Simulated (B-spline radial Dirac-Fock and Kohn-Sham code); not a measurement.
Binding energies of Gd³⁺ in different valence configurations

Calculated with a B-spline atomic structure program, using Dirac-Fock ΔSCF + Breit + QED. Electron correlation is not included.

Reference: the tabulated ground configuration [Xe] 4f7, with 2p3/2 7282.0 eV, 3d3/2 1256.2 eV, 3d5/2 1225.8 eV, 4s 427.4 eV, 5p1/2 60.44 eV, 5p3/2 55.87 eV, Kα1 42993.5 eV, Kβ1 48688.0 eV, Lα1 6056.2 eV, Lβ2 7097.0 eV.

Q: One of these configurations gives the following shifts from the reference, in eV: average energy +17.72, 2p3/2 +14.53, 3d3/2 +15.63, 3d5/2 +15.66, 4s +14.64, 5p1/2 +7.75, 5p3/2 +7.32, Kα1 -1.00, Kβ1 -2.33, Lα1 -1.13, Lβ2 +1.20. Which?
A. [Xe] 4f6 6p1
B. [Xe] 4f5 5d2
C. [Xe] 4f5 6s2
D. [Xe] 4f6 6s1
E. [Xe] 4f6 5d1

A: A. The others give [Xe] 4f6 6s1: 2p3/2 +13.39; [Xe] 4f5 5d2: 2p3/2 +19.90; [Xe] 4f6 5d1: 2p3/2 +9.59; [Xe] 4f5 6s2: 2p3/2 +28.02.
